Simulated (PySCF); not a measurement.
RbAl⁺: energy against distance

Set-up: basis Rb def2-SVP with ECP28, Al def2-SVP; scalar-relativistic core potentials; PySCF 2.14. Energies in eV from Rb⁺ + Al in their ground configurations at the same level. State: ²Σ⁺ (doublet), unpaired electrons σ ↑.

All columns are PBE0. A positive dipole points towards Al; it is taken about the centre of mass and depends on that origin.

| R (Å) | E (eV) | μ (D) | Mulliken charge on Rb (basis-dependent) | HOMO (eV) | LUMO (eV) | Mayer bond order | ⟨S²⟩ |
| --- | --- | --- | --- | --- | --- | --- | --- |
| 3.527 | -0.359 | -1.29 | 0.88 | -8.21 | -5.98 | 0.22 | 0.75 |
| 3.691 | -0.426 | -1.35 | 0.88 | -8.13 | -5.88 | 0.22 | 0.75 |
| 3.855 | -0.461 | -1.42 | 0.88 | -8.04 | -5.78 | 0.22 | 0.75 |
| 3.978 | -0.473 | -1.48 | 0.87 | -7.97 | -5.71 | 0.23 | 0.75 |
| 4.101 | -0.476 | -1.55 | 0.87 | -7.89 | -5.64 | 0.24 | 0.75 |
| 4.224 | -0.473 | -1.63 | 0.86 | -7.81 | -5.57 | 0.25 | 0.75 |
| 4.388 | -0.461 | -1.74 | 0.85 | -7.71 | -5.49 | 0.26 | 0.75 |
| 4.593 | -0.439 | -1.89 | 0.84 | -7.58 | -5.38 | 0.28 | 0.75 |
| 4.839 | -0.406 | -2.10 | 0.83 | -7.42 | -5.26 | 0.29 | 0.75 |
| 5.167 | -0.359 | -2.42 | 0.82 | -7.22 | -5.13 | 0.30 | 0.75 |

A fit through these points gives, at Re = 4.092 Å, μ = -1.55 D and dμ/dR = -0.588 D/Å; the reduced mass is 20.48 u.

Question: How strong is the fundamental in the double-harmonic approximation, I = 42.26·(dμ/dR)²/μred km/mol?

Answer: I = 42.26·(-0.588)²/20.48 = 0.713 km/mol at PBE0.

Spin–orbit coupling is left out. For an ion De counts to the pair picked by the measured ionisation energies or electron affinities, which need not be the lowest pair at this level. The state was picked by a PBE0 search and need not be the measured ground state.
